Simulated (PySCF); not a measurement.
# Polarisability and C₆ of Ba⁺ (barium, charge +1)

[Xe] 6s1, 2S determinant. All numbers are calculated (PySCF 2.14, scalar relativity by spin-free X2C-1e, in aug-cc-pwCVTZ-X2C (11s10p8d4f, 109 functions)). Coupled (time-dependent) response in atomic units; α is the mean over directions.

| method | mean α (bohr³) | C₆ (like pair) | S(−4) |
| --- | --- | --- | --- |
| PBE0 | 142.0 | 1587 | 16250 |

S(−4) is the Cauchy moment in α(ω) = α(0) + S(−4) ω² + …

α(iu) at PBE0:

```
u (hartree)  α(iu) (bohr³)
          0          142.0
     0.0500          111.0
      0.100          69.34
      0.200          32.37
      0.300          20.48
      0.500          12.17
      0.750          8.025
       1.00          5.763
       1.50          3.394
       2.00          2.256
       3.00          1.247
       5.00         0.5861
```

A single London oscillator, α(iu) = α/(1 + u²/ω²), gives C₆ = (3/4) ω α². Matching the computed C₆ needs ω = 4 × 1587 / (3 × 142.0²) = 0.105 hartree.

For an ion, C₆ is the dispersion term alone; charge-induced terms of lower order in 1/R come first.

Spin-orbit coupling, which splits the p, d and f shells strongly at this Z, is absent.
